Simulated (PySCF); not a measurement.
A structure optimised at PBE0-D3(BJ)/def2-SVP, used in a PySCF frequency run:

```xyz
6

B      0.0000     0.0000    -0.0339
F      0.0000     0.0000     1.3109
O      0.0000     1.1678    -0.7113
H      0.0000     1.9293    -0.1243
O      0.0000    -1.1678    -0.7113
H      0.0000    -1.9293    -0.1243
```

**Question.** Write its SMILES, formula and point group.

**Answer.** OB(O)F, BFH2O2, C2v

**Question.** What are its rotational constants (standard atomic weights)?

**Answer.** 10.347, 9.8813, 5.0544 GHz
